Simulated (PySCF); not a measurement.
## `CC[C@@H]1C[C@@H](F)[S@@]1=O`, C5H9FOS

Geometry:
| atom | x (Å) | y (Å) | z (Å) |
| --- | --- | --- | --- |
| C1 | 2.290 | 0.263 | -0.064 |
| C2 | 0.959 | -0.456 | -0.244 |
| C3 | 0.022 | -0.181 | 0.913 |
| C4 | -1.336 | -0.885 | 0.856 |
| C5 | -2.135 | 0.290 | 0.315 |
| F6 | -3.331 | 0.502 | 0.933 |
| S7 | -0.782 | 1.523 | 0.770 |
| O8 | -0.344 | 2.169 | -0.460 |
| H9 | 2.130 | 1.337 | -0.028 |
| H10 | 2.777 | -0.050 | 0.858 |
| H11 | 2.953 | 0.043 | -0.897 |
| H12 | 1.123 | -1.535 | -0.325 |
| H13 | 0.492 | -0.113 | -1.170 |
| H14 | 0.537 | -0.276 | 1.868 |
| H15 | -1.700 | -1.149 | 1.849 |
| H16 | -1.360 | -1.776 | 0.228 |
| H17 | -2.301 | 0.303 | -0.764 |

Computed, not measured: PySCF, TDDFT BHandHLYP/def2-SVPD circular dichroism and optical rotation, one conformer, gas phase. Geometry: GFN2-xTB.

The molecule is flexible and this is one conformer; a measurement averages over conformers. States above about 8.2 eV (minus the energy of the highest occupied orbital) lie near or above the ionisation threshold and depend on the basis.

Problem. Draw the ECD and absorption spectra from the lowest 12 states, each a Gaussian of half-width 0.35 eV at 1/e height.

Solution. 
| E (eV) | λ (nm) | Δε (L mol⁻¹ cm⁻¹) | ε (L mol⁻¹ cm⁻¹) |
| --- | --- | --- | --- |
| 4.93 | 252 | -0.38 | 161 |
| 5.08 | 244 | -1.05 | 456 |
| 5.23 | 237 | -2.00 | 898 |
| 5.38 | 231 | -2.33 | 1230 |
| 5.53 | 224 | -0.61 | 1220 |
| 5.68 | 218 | +4.06 | 960 |
| 5.83 | 213 | +10.54 | 759 |
| 5.98 | 207 | +15.12 | 692 |
| 6.13 | 202 | +14.59 | 640 |
| 6.28 | 198 | +10.29 | 618 |
| 6.43 | 193 | +6.44 | 800 |
| 6.58 | 189 | +4.94 | 1320 |
| 6.73 | 184 | +4.01 | 2250 |
| 6.88 | 180 | +0.58 | 3500 |
| 7.03 | 176 | -6.20 | 4550 |
| 7.18 | 173 | -12.55 | 4780 |
| 7.33 | 169 | -13.84 | 4110 |
| 7.48 | 166 | -10.45 | 2980 |
| 7.63 | 163 | -6.22 | 1940 |
| 7.78 | 159 | -3.79 | 1420 |
| 7.93 | 156 | -4.19 | 1750 |
| 8.08 | 154 | -7.34 | 2900 |
| 8.23 | 151 | -11.15 | 4120 |

Δε uses R in velocity form, ε uses f in length form. Only the states computed contribute, so the short-wavelength end is incomplete.
